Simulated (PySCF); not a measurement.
# Exercise with solution: oscillator strength and radiative lifetime

B(F)2(nPr) (C3H7BF2), SMILES C(C)CB(F)F.

Coordinates come from a r2SCAN-D4/def2-SVP optimisation. The values are those of a single conformer.

TDA-PBE/def2-SVPD run with PySCF puts the first singlet state with f over 0.02 at 7.67 eV (vertical), with the transition dipole (0.120, -0.411, 0.000) in atomic units.

Problem. Find the oscillator strength, the wavelength and the radiative lifetime that this transition would have in vacuum if emission retraced absorption.

Solution. 
|μ|² = 0.1833 au, so |μ| = 1.09 D. ΔE = 7.67/27.211 = 0.2819 hartree. f = (2/3) ΔE |μ|² = 0.034 (the program prints 0.034).
λ = 1239.84/7.67 = 162 nm; ν = 61863 cm⁻¹.
Einstein's coefficient A = 0.6670 ν² f s⁻¹ (ν in cm⁻¹) = 8.8e7 s⁻¹, so τ = 1/A = 11 ns. This state is S4; the lower singlets have f = 0.002, 0.009, 0.001. The figure is the radiative limit of this one transition; relaxation, internal conversion, crossing to triplets and a medium change what is measured.
